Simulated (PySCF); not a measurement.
# Two-component Hartree-Fock for I⁴⁺ (iodine, charge +4)

Start: [Kr] 4d10 5s2 5p1; 5p3/2 filled at m_j = +3/2. Calculated with PySCF 2.14 in x2c-TZVPall-2c (8s9p5d2f, 74 functions): generalised Hartree-Fock with the X2C-1e Hamiltonian and a Gaussian nucleus; one run each with spin-orbit coupling (SO) screened by Boettger's factors, then bare. This is a chosen level, not necessarily the ground level.

```csv
spinor shell,electrons,"ε, screened SO (eV)","ε, bare SO (eV)",weight of nominal j (bare SO),"rms radius, bare SO (bohr)"
1s1/2,2,-33376.5,-33376.2,1.000,0.0311
2s1/2,2,-5294.6,-5294.6,1.000,0.127
2p1/2,2,-4958.5,-4967.4,1.000,0.109
2p3/2,4,-4657.1,-4653.5,1.000,0.115
3s1/2,2,-1147.5,-1147.5,1.000,0.334
3p1/2,2,-1007.1,-1008.8,1.000,0.326
3p3/2,4,-948.67,-947.98,1.000,0.339
3d3/2,4,-703.73,-705.42,1.000,0.310
3d5/2,6,-691.69,-690.58,1.000,0.314
4s1/2,2,-256.01,-256.02,1.000,0.786
4p1/2,2,-204.48,-204.83,1.000,0.826
4p3/2,4,-193.11,-192.97,1.000,0.854
4d3/2,4,-108.48,-108.74,0.996,0.973
4d5/2,6,-106.66,-106.50,0.997,0.988
5s1/2,2,-61.657,-61.659,1.000,1.92
5p3/2,1,-49.265,-49.248,1.000,2.20
```

```csv
quantity,screened SO,bare SO
E (hartree),-7110.21678,-7110.40015
M_J,3/2,3/2
⟨J²⟩,3.756,3.756
⟨L²⟩,2.025,2.028
⟨S²⟩,0.773,0.775
```

Each row is a mean over spinors that exchange with the open shell spreads, by up to 2.851 eV (5s1/2).

Breit and QED terms are absent; they matter most for the inner s and p1/2 levels.

Densities and radii are taken from the X2C orbitals without a picture-change correction, which distorts them close to the nucleus.
